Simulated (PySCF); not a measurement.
PySCF input file for SeCl₂, SMILES Cl[Se]Cl, PBE0-D3(BJ)/def2-TZVP. Geometry optimised at PBE0-D3(BJ)/def2-TZVP. The isomer is the one that the SMILES or the coordinates give; other isomers of the formula were not compared.

```python
import numpy as np
from pyscf import gto, scf, dft
from pyscf.hessian import thermo

mol = gto.M(
    atom='''
    Se    0.00000000    0.00000000    0.67937330
    Cl    0.00000000   -1.66225693   -0.67937331
    Cl    0.00000000    1.66225693   -0.67937331
    ''',
    basis='def2-TZVP',
    charge=0,
    spin=0,
    max_memory=1600,
    verbose=3,
)
mf = dft.RKS(mol, xc='pbe0').density_fit(auxbasis='def2-universal-jkfit')
mf.disp = 'd3bj'
mf.grids.level = 3
mf.conv_tol = 1e-11
mf.max_cycle = 100
mf.kernel()

# [left out here: the lines that compute and print the analytic Hessian (its translational invariance restored by hand, since the grid's response is missing), thermochemistry and intensities]
```

Output:

```
converged SCF energy = -3321.40531049493

WARN: DFTD3 does not support analytical Hessian, using finite difference


WARN: Mole.unit (angstrom) is changed to Bohr

Mode                                 0                   1                   2
Irrep
Freq [cm^-1]                      162.0196            415.1691            436.6705
Reduced mass [au]                  39.7250             43.9185             41.8584
Force const [Dyne/A]                0.6144              4.4601              4.7026
Char temp [K]                     233.1102            597.3359            628.2716
Normal mode                   x     y     z       x     y     z       x     y     z
       0  Se                 0.00  0.00 -0.05    0.00  0.07  0.00   -0.00  0.00 -0.06
       1  Cl                -0.00 -0.09  0.06    0.00 -0.07 -0.06   -0.00  0.08  0.07
       2  Cl                -0.00  0.09  0.06    0.00 -0.07  0.06    0.00 -0.08  0.07
temperature 298.1500 [K]
pressure 101325.00 [Pa]
Rotational constants [GHz] 7.32730 2.57973 1.90799
Symmetry number 2
Zero-point energy (ZPE) 0.00231 [Eh]   6064.225 [J/mol]
                           tot       elec      trans        rot        vib
Entropy [J/mol/K]       294.593      0.000    171.226    105.494     17.873
Cv [J/mol/K]             44.677      0.000     12.472     12.472     19.734
Cp [J/mol/K]             52.992      0.000     20.786     12.472     19.734
Internal energy [J/mol]                      3718.434   3718.434   9196.298
Internal energy [Eh]   -3321.39898  -3321.40531
Enthalpy [J/mol]                             6197.391   3718.434   9196.298
Enthalpy [Eh]          -3321.39803
Gibbs free energy [J/mol]                  -44853.695 -27734.587   3867.460
Gibbs free energy [Eh] -3321.43148
static polarisability / bohr^3: [[30.911 -0.    -0.   ]
 [ 0.    66.856  0.   ]
 [-0.     0.    46.162]]
largest difference of analytic and finite-field dipole derivatives / e: 0.0002977781915451949
mode   freq/cm-1   IR/(km/mol)   Raman/(A^4/amu)   depolarisation
   1      162.02         0.630             5.961            0.624
   2      415.17        54.994             6.895            0.750
   3      436.67        10.245            16.978            0.111
max |gradient| / (hartree/bohr): 4.302214725202699e-05
APT charges: [ 0.6736 -0.3368 -0.3368]
```

The run converged.
